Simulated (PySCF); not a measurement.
## Working out the ionisation energy of O²⁺

O²⁺ [He] 2s2 2p2 (3P) → O³⁺ [He] 2s2 2p1 (2P). Computed with PySCF 2.14 in dyall-av2z (11s7p2d, 42 functions), with the non-relativistic Hamiltonian (point nucleus). Frozen: 1s2; the 8 highest virtual orbitals dropped. Energies in hartree (1 hartree = 27.21139 eV):

```csv
part,O²⁺ (lower),O³⁺ (upper)
UHF,-73.103190,-71.096270
MP2 opposite-spin,-0.055560,-0.054167
MP2 same-spin,-0.011361,-0.003464
```

Problem. What does Hartree-Fock give?

Solution. (-71.096270) − (-73.103190) = 2.006920 hartree = 54.611 eV.

Problem. What do MP2 and SCS-MP2 (6/5 opposite-spin, 1/3 same-spin) give?

Solution. The opposite-spin parts differ by 0.038 eV and the same-spin parts by 0.215 eV. MP2: 54.611 + (0.038) + (0.215) = 54.864 eV. SCS-MP2: 54.611 + 1.2 × (0.038) + (0.215)/3 = 54.728 eV.

A first-order spin-orbit estimate adds -0.005 eV to MP2 (valence), giving 54.859 eV against 54.936 eV (semi-empirical (NIST evaluation); NIST Atomic Spectra Database, ionization energies).

A double-zeta basis recovers only part of the correlation energy.

What remains against the reference includes basis incompleteness, the frozen core and correlation beyond second order.
